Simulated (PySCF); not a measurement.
How the method changes the constants of TlAs⁺

State: ⁴Σ⁻ (quartet), unpaired electrons σ ↑, π ↑↑. Set-up: basis Tl cc-pVDZ-PP with ECP60, As cc-pVDZ-PP with ECP10; scalar-relativistic core potentials; PySCF 2.14. De refers to Tl⁺ + As in their high-spin ground configurations, without counterpoise correction. The functionals are run spin-unrestricted. A positive dipole points towards As; it is taken about the centre of mass and depends on that origin. Levels whose curve was spin-contaminated or gave no clean fit are not listed.

| Level | Re (Å) | ωe (cm⁻¹) | De (eV) | μ (D) | CPU s a point (SCF and correlation, without the integrals) |
| --- | --- | --- | --- | --- | --- |
| UHF-MP2 | 3.378 | 56.4 | n/a | n/a | 0.19 |
| UHF-SCS-MP2 | 3.461 | 51.2 | n/a | n/a | n/a |
| UHF-CCSD | 3.427 | 53.3 | n/a | n/a | n/a |
| UHF-CCSD(T) | 3.388 | 55.6 | n/a | n/a | 5.7 |
| PBE | 3.162 | 75.2 | n/a | -0.43 | 0.54 |
| revPBE | 3.258 | 65.9 | n/a | -0.71 | 0.4 |
| r²SCAN | 3.159 | 73.0 | n/a | -0.71 | 0.75 |
| B3LYP | 3.229 | 70.0 | n/a | -0.74 | 0.62 |
| PBE0 | 3.181 | 72.2 | n/a | -0.83 | 0.9 |
| M06 | 3.150 | 82.7 | n/a | -0.75 | 0.77 |

The bond length runs from 3.150 Å (M06) to 3.461 Å (UHF-SCS-MP2).

Correlated steps freeze 8 core orbitals. Spin–orbit coupling is left out, which matters for elements this heavy, above all for dissociation energies. The state was picked by a PBE0 search and need not be the measured ground state.

The whole job (state search and all levels along the bond) took about 2.2 min on 1 thread of Arm Neoverse V1 (shared host), peak memory 0.54 GiB.
